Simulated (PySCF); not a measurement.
A structure optimised at PBE0-D3(BJ)/def2-SVP, used in a PySCF frequency run:

```
Si
H 1 1.4974
H 1 1.4995 2 108.15
C 1 1.9158 2 110.14 3 -117.03
F 4 1.3909 1 108.97 2 -82.20
H 4 1.1029 5 108.50 1 -123.96
H 4 1.1043 6 107.57 5 117.03
Si 1 2.3602 2 114.38 3 128.60
N 8 1.7373 1 110.86 2 146.43
H 9 1.0135 8 118.91 1 85.67
H 9 1.0157 10 110.98 8 140.16
H 8 1.4951 9 107.69 10 -36.22
H 8 1.4952 12 109.03 9 119.50
```

**Question.** Write its SMILES and formula.

**Answer.** N[SiH2][SiH2]CF, CH8FNSi2

**Question.** What are its rotational constants (standard atomic weights)?

**Answer.** 3.6115, 2.1888, 1.5602 GHz
